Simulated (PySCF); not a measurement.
SMILES c1c[se]c(Cc2ccc[se]2)c1 (C9H8Se2), singlet (GFN2-xTB optimised geometry):

```
19

C      2.499    -2.141    -3.716
C      1.512    -3.041    -3.947
Se     0.534    -3.420    -2.416
C      1.671    -2.225    -1.525
C      1.476    -1.867    -0.083
C      0.583    -0.666     0.000
C     -0.776    -0.666     0.000
C     -1.378     0.616     0.000
C     -0.505     1.652    -0.011
Se     1.261     1.081    -0.025
C      2.583    -1.686    -2.377
H      3.170    -1.799    -4.485
H      1.273    -3.511    -4.884
H      1.015    -2.700     0.454
H      2.446    -1.647     0.371
H     -1.352    -1.577     0.005
H     -2.446     0.752     0.010
H     -0.744     2.700    -0.014
H      3.319    -0.967    -2.054
```

Calculation: PBE/def2-SVP (PySCF).

### Question
What are the frontier orbital energies and the dipole moment?

### Answer
HOMO-2 -5.77 eV, HOMO-1 -5.70 eV, HOMO -5.23 eV, LUMO -1.52 eV, LUMO+1 -0.91 eV; dipole moment 0.01 D.

Meta-Löwdin charges at PBE/def2-SVP: C1 -0.13, C2 -0.26, Se3 0.28, C4 -0.11, C5 -0.19, C6 -0.11, C7 -0.15, C8 -0.13, C9 -0.26, Se10 0.28, C11 -0.15, H12 0.12, H13 0.12, H14 0.12, H15 0.12, H16 0.11, H17 0.12, H18 0.12, H19 0.11.
